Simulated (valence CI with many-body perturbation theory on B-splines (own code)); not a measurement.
Results of a calculation; reference values are marked as such.
# Level structure of Cs42+

Level of theory: configuration interaction combined with many-body perturbation theory (CI+MBPT): three valence electrons over a frozen Dirac-Fock core [Ne], a basis of 11 s, 11 p, 10 d, 8 f, 5 g, 2 h functions for each j, with the one-electron correlation potential Σ1, the two-electron term Σ2, the three-electron term Σ3, Breit, model QED; selected CI, second order for the rest, scaled by the run's own slope (own B-spline code, finite nucleus).

No measured spectrum was set against this ion. As an estimate, large intervals hold to a few tenths of a per cent, small ones and those within an open d or f shell to about a per cent.

Levels 136 to 156 of 156, with energies above the lowest level, (3s^2 3p1/2) J=1/2. "Leading %" is the weight of the configuration and term that name the level; weights of strongly mixed levels are sums over their largest components and can fall short. In the jj column 3d3/2^4 stands for four electrons in 3d with j = 3/2.

```csv
No.,Configuration,Term,J,E (× 10³ cm⁻¹),Leading %,Second component,Leading jj
136,3d3,2G,7/2,7811.8,56,41 % 3d3 4F,3d3/2 3d5/2^2 (89 %)
137,3d3,4P,5/2,7819.4,74,16 % 3d3 2D,3d3/2^2 3d5/2 (61 %)
138,3d3,4F,9/2,7823.8,53,46 % 3d3 2H,3d3/2 3d5/2^2 (88 %)
139,3d3,2D,3/2,7874.8,43,41 % 3d3 4P,3d3/2 3d5/2^2 (97 %)
140,3d3,2H,11/2,7879.4,100,,3d3/2 3d5/2^2 (100 %)
141,3d3,2P,1/2,7894.9,66,33 % 3d3 4P,3d3/2 3d5/2^2 (98 %)
142,3d3,2D,5/2,7924.2,81,10 % 3d3 2F,3d3/2 3d5/2^2 (63 %)
143,3d3,2F,5/2,7943.8,62,21 % 3d3 2D,3d3/2 3d5/2^2 (89 %)
144,3d3,2F,7/2,7958.6,89,9 % 3d3 2G,3d3/2 3d5/2^2 (93 %)
145,3d3,2G,9/2,7995.1,57,24 % 3d3 4F,3d5/2^3 (93 %)
146,3d3,2P,3/2,8037.3,52,34 % 3d3 2D,3d5/2^3 (59 %)
147,3d3,2D,3/2,8141.9,89,6 % 3d3 2P,3d3/2 3d5/2^2 (59 %)
148,3d3,2D,5/2,8181.0,71,19 % 3d3 2F,3d5/2^3 (84 %)
149,3s2.4s,2S,1/2,11551,98,,3s^2 4s (98 %)
150,3s2.4p,2P°,1/2,11936,97,,3s^2 4p1/2 (97 %)
151,3s2.4p,2P°,3/2,12211,87,6 % 3s.3p.4s 2P°,3s^2 4p3/2 (87 %)
152,3s.3p.4s,4P°,1/2,12282,88,10 % 3s.3p.4s 2P°,3s 3p1/2 4s (99 %)
153,3s.3p.4s,4P°,3/2,12365,63,25 % 3s.3p.4s 2P°,3s 3p1/2 4s (85 %)
154,3s.3p.4s,2P°,1/2,12409,93,6 % 3s.3p.4s 4P°,3s 3p1/2 4s (97 %)
155,3s.3p.4p,4D,1/2,12639,72,21 % 3s.3p.4p 2P,3s 3p1/2 4p1/2 (99 %)
156,3s2.4d,2D,3/2,12655,65,14 % 3s.3p.4p 4D,3s^2 4d3/2 (65 %)
```
